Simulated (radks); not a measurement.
Problem. The mean radii <r> (bohr) of the occupied orbitals of an atom or ion are listed with their occupations. Method: scalar-relativistic Kohn-Sham, PBE, spin-polarised, spherical densities, finite nucleus; Fermi nuclear charge, rms radius of each element as measured or else 0.836 A^(1/3) + 0.57 fm; computed with a radial shooting solver on a logarithmic mesh with Libxc functionals.

| orbital | occ. | <r> |
|---|---|---|
| 1s up | 1 | 0.02722 |
| 1s down | 1 | 0.02722 |
| 2s up | 1 | 0.1172 |
| 2s down | 1 | 0.1172 |
| 2p up | 3 | 0.1025 |
| 2p down | 3 | 0.1025 |
| 3s up | 1 | 0.3141 |
| 3s down | 1 | 0.3141 |
| 3p up | 3 | 0.3121 |
| 3p down | 3 | 0.3121 |
| 3d up | 5 | 0.2886 |
| 3d down | 5 | 0.2886 |
| 4s up | 1 | 0.7400 |
| 4s down | 1 | 0.7399 |
| 4p up | 3 | 0.7920 |
| 4p down | 3 | 0.7917 |
| 4d up | 5 | 0.9218 |
| 4d down | 5 | 0.9185 |
| 5s up | 1 | 1.924 |
| 5s down | 1 | 1.918 |
| 5p up | 3 | 2.312 |
| 5p down | 1 | 2.338 |

Name the element and its charge. Open shells, if any, are filled with parallel spins first.

Solution. Z = 53, iodine, charge +1: I+ in [Kr] 4d10 5s2 5p4. The 1s radius gives Z: for a bare nucleus <r> = (2 gamma + 1)/(2Z) with gamma = sqrt(1 - (Z/c)^2), 0.02683 bohr for Z = 53, and screening makes it slightly larger (0.02722 here). The occupations add up to 52, and the charge is Z minus that.
